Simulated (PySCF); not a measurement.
Isomers of C5H10NOP.

All values: PBE0/pcSseg-1 (PySCF) at GFN2-xTB geometries, gas phase, one conformer each.

(1) Rank by the lowest IAO charge on any atom, highest value first.
A. `[CH3:1][O:2][C:3]1=[CH:4][P:5]1[N:6]([CH3:7])[CH3:8]` with C1–O2–C3–C4 -178°, C4–P5–N6–C7 7°
B. `[CH3:1][CH:2]([CH3:3])[P@@H:4](=[O:5])[CH2:6][C:7]#[N:8]` with C1–C2–P4–O5 61°, C2–P4–C6–C7 46°
C. `[NH2:1][P:2]1[CH2:3][CH2:4][C:5](=[O:6])[CH2:7][CH2:8]1` with H–N1–P2–C3 -101° and 28°, N1–P2–C3–C4 -159°, P2–C3–C4–C5 65°, C3–C4–C5–O6 117°, C4–C5–C7–C8 62°
D. `[CH2:1]=[CH:2][C@@H:3]1[CH2:4][P@@:5]1(=[NH:6])[CH2:7][OH:8]` with C1–C2–C3–C4 -149°, C4–P5–C7–O8 -110°, P5–C7–O8–H -43°
E. `[CH3:1][CH2:2][P@@H:3](=[O:4])[CH2:5][CH2:6][C:7]#[N:8]` with C1–C2–P3–O4 178°, C2–P3–C5–C6 -178°, P3–C5–C6–C7 -66°

(2) Rank by HOMO energy, lowest first.
A. `[CH3:1][CH2:2][P@@H:3](=[O:4])[CH2:5][CH2:6][C:7]#[N:8]` with C1–C2–P3–O4 178°, C2–P3–C5–C6 -178°, P3–C5–C6–C7 -66°
B. `[CH3:1][O:2][C:3]1=[CH:4][P:5]1[N:6]([CH3:7])[CH3:8]` with C1–O2–C3–C4 -178°, C4–P5–N6–C7 7°
C. `[CH3:1][CH:2]([CH3:3])[P@@H:4](=[O:5])[CH2:6][C:7]#[N:8]` with C1–C2–P4–O5 61°, C2–P4–C6–C7 46°
D. `[NH2:1][P:2]1[CH2:3][CH2:4][C:5](=[O:6])[CH2:7][CH2:8]1` with H–N1–P2–C3 -101° and 28°, N1–P2–C3–C4 -159°, P2–C3–C4–C5 65°, C3–C4–C5–O6 117°, C4–C5–C7–C8 62°
E. `[CH2:1]=[CH:2][C@@H:3]1[CH2:4][P@@:5]1(=[NH:6])[CH2:7][OH:8]` with C1–C2–C3–C4 -149°, C4–P5–C7–O8 -110°, P5–C7–O8–H -43°

(3) Rank by HOMO–LUMO gap, highest first.
A. `[CH2:1]=[CH:2][C@@H:3]1[CH2:4][P@@:5]1(=[NH:6])[CH2:7][OH:8]` with C1–C2–C3–C4 -149°, C4–P5–C7–O8 -110°, P5–C7–O8–H -43°
B. `[NH2:1][P:2]1[CH2:3][CH2:4][C:5](=[O:6])[CH2:7][CH2:8]1` with H–N1–P2–C3 -101° and 28°, N1–P2–C3–C4 -159°, P2–C3–C4–C5 65°, C3–C4–C5–O6 117°, C4–C5–C7–C8 62°
C. `[CH3:1][CH2:2][P@@:3]([CH3:4])(=[O:5])[CH2:6][C:7]#[N:8]` with C1–C2–P3–C4 180°, C2–P3–C6–C7 53°
D. `[CH3:1][O:2][C:3]1=[CH:4][P:5]1[N:6]([CH3:7])[CH3:8]` with C1–O2–C3–C4 -178°, C4–P5–N6–C7 7°

## Answers

(1) A (-0.457 e), C (-0.765 e), B (-0.913 e), E (-0.930 e), D (-0.956 e).

(2) C (-8.15 eV), A (-7.92 eV), D (-7.03 eV), E (-6.29 eV), B (-5.92 eV).

(3) C (8.42 eV), B (6.57 eV), D (6.43 eV), A (6.21 eV).

All values together:

| SMILES | μ (D) | HOMO (eV) | LUMO (eV) | lowest IAO charge (e) | highest IAO charge (e) | lowest Hirshfeld charge (e) | highest Hirshfeld charge (e) |
| --- | --- | --- | --- | --- | --- | --- | --- |
| C=C[C@@H]1C[P@@]1(=N)CO | 2.84 | -6.29 | -0.08 | -0.956 (N) | +1.250 (P) | -0.387 (N) | +0.370 (P) |
| CC(C)[P@@H](=O)CC#N | 0.87 | -8.15 | 0.23 | -0.913 (O) | +1.414 (P) | -0.390 (O) | +0.427 (P) |
| NP1CCC(=O)CC1 | 2.82 | -7.03 | -0.46 | -0.765 (N) | +0.626 (P) | -0.269 (N) | +0.181 (P) |
| CC[P@@H](=O)CCC#N | 5.29 | -7.92 | 0.44 | -0.930 (O) | +1.409 (P) | -0.403 (O) | +0.412 (P) |
| COC1=CP1N(C)C | 1.76 | -5.92 | 0.51 | -0.457 (N) | +0.575 (P) | -0.144 (C/N) | +0.142 (P) |
| CC[P@@](C)(=O)CC#N | 0.76 | -8.04 | 0.38 | -0.919 (O) | +1.536 (P) | -0.399 (O) | +0.452 (P) |

Conformers: `[CH2:1]=[CH:2][C@@H:3]1[CH2:4][P@@:5]1(=[NH:6])[CH2:7][OH:8]` with C1–C2–C3–C4 -149°, C4–P5–C7–O8 -110°, P5–C7–O8–H -43°; `[CH3:1][CH:2]([CH3:3])[P@@H:4](=[O:5])[CH2:6][C:7]#[N:8]` with C1–C2–P4–O5 61°, C2–P4–C6–C7 46°; `[NH2:1][P:2]1[CH2:3][CH2:4][C:5](=[O:6])[CH2:7][CH2:8]1` with H–N1–P2–C3 -101° and 28°, N1–P2–C3–C4 -159°, P2–C3–C4–C5 65°, C3–C4–C5–O6 117°, C4–C5–C7–C8 62°; `[CH3:1][CH2:2][P@@H:3](=[O:4])[CH2:5][CH2:6][C:7]#[N:8]` with C1–C2–P3–O4 178°, C2–P3–C5–C6 -178°, P3–C5–C6–C7 -66°; `[CH3:1][O:2][C:3]1=[CH:4][P:5]1[N:6]([CH3:7])[CH3:8]` with C1–O2–C3–C4 -178°, C4–P5–N6–C7 7°; `[CH3:1][CH2:2][P@@:3]([CH3:4])(=[O:5])[CH2:6][C:7]#[N:8]` with C1–C2–P3–C4 180°, C2–P3–C6–C7 53°.
